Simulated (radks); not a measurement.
Question: All-electron calculation, scalar-relativistic Kohn-Sham, PBE, spin-polarised, spherical densities, point nucleus; open shells are filled with parallel spins first (spin-orbit coupling, left out, can overturn this in heavy ions). Program: a radial shooting solver on a logarithmic mesh with Libxc functionals. Each species is in its NIST ground configuration. Rank C4+, Sn4+, Pb4+, Si4+, Ge4+ by radius at which the density is 0.001 e/bohr^3 (bohr), largest first.

Answer: Pb4+ 3.00, Sn4+ 2.77, Ge4+ 2.36, Si4+ 1.79, C4+ 1.06.
